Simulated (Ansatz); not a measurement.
Ideal-gas functions of `N[Si]1(F)CO1` at 400 K and 1 bar, from an Ansatz frequency run at PBE0-D4/def2-TZVP.

Molar mass 93.13 g/mol, point group C1 (symmetry number 1), electronic degeneracy 1, moments of inertia 81.935, 126.246, 172.183 u Å². Harmonic wavenumbers (cm⁻¹, unscaled): 162, 236, 252, 292, 336, 353, 644, 737, 778, 794, 851, 978, 1089, 1110, 1158, 1464, 1571, 3104, 3180, 3640, 3742.

Use S(trans) = R[1.5 ln M + 2.5 ln T − 1.1517]; rotational temperatures θ = 24.2544 K / I; S(rot) = R[ln(√π/σ · √(T³/θAθBθC)) + 1.5]; for each mode x = 1.438777 ν̃/T, S = R[x/(eˣ − 1) − ln(1 − e⁻ˣ)] and H = RT x/(eˣ − 1); 1 cm⁻¹ = 0.0119627 kJ/mol; R = 8.31446 J/(mol·K).

**Question.** By hand: the entropy, in J/(mol·K).

**Answer.** Translation 171.5. Rotation: θ = 0.296, 0.1921, 0.1409 K, giving 112.0. Vibration, mode by mode: 12.92, 9.92, 9.41, 8.28, 7.23, 6.87, 2.97, 2.28, 2.03, 1.94, 1.65, 1.14, 0.83, 0.78, 0.68, 0.27, 0.19, 0.00, 0.00, 0.00, 0.00, in all 69.4. Electronic 0.0. Sum 352.9 J/(mol·K).

**Question.** By hand: H − E and G − E in kJ/mol, counted from the electronic energy.

**Answer.** Zero-point energy ½ × 26471 × 0.0119627 = 158.3; thermal vibration 16.3; translation, rotation and pV give 4 RT = 13.3. H − E = 187.9 kJ/mol, and G − E = 187.9 − 400 × 352.9/1000 = 46.7 kJ/mol.

Vibration gives 20 % of the entropy. The sum counts one conformer and one mirror image; others add a mixing term.
